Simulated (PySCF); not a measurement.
Molecule: Be(Cl)(iPr), C3H7BeCl, SMILES C[CH](C)[Be][Cl]. Atoms near the plane z = 0.8 Å, at the CAM-B3LYP/def2-SVP optimised geometry (x, y, z in Å): Be1 (0.8, 0.0, 0.0), Cl2 (2.6, 0.0, 0.0), C3 (-0.9, 0.0, 0.0), H6 (-1.2, -0.3, 1.1), H10 (-1.1, 2.1, 0.3), H11 (-2.6, 1.3, -0.2).

Method: PySCF with CAM-B3LYP/def2-TZVP. The values are rescaled to run from 0 to 1.

```
|0000000000000000000000000000000|
|0000000000000000000000000000000|
|0000000000000000000000000000000|
|0000000000000000000000000000000|
|0000000000011100000000000000000|
|0000000001588730000000000000000|
|0000000004899983000000000000000|
|0000000005999995000000000000000|
|0000000015999994000000000000000|
|0000123114999981000000111000000|
|0000266423689720000012333210000|
|0000377532343100000134555421000|
|0000255421111101200356777642000|
|0000011000123235511467888763100|
|0000000001577657610578888864100|
|0000000004899867700678888874100|
|0000000016999867710578888874100|
|0000000003899755511477888763100|
|0000000000356423310356777652000|
|0000000000001000100234566531000|
|0000000000000000000012333210000|
|0000000000000000000001111000000|
|0000000000000000000000000000000|
|0000000000011000000000000000000|
|0000000000000000000000000000000|
|0000000000000000000000000000000|
|0000000000000000000000000000000|
|0000000000000000000000000000000|
|0000000000000000000000000000000|
|0000000000000000000000000000000|
|0000000000000000000000000000000|
```
Scale: ten equal steps from 0.000 (start of '0') to 1.00 (end of '9'), in the order '0123456789'; x runs from -5.00 to 5.00, y from -5.00 (bottom) to 5.00 (top).

Which quantity is mapped?
A. deformation density (molecule minus spherical neutral atoms)
B. electrostatic potential
C. electron localisation function
D. an orbital amplitude

C, electron localisation function
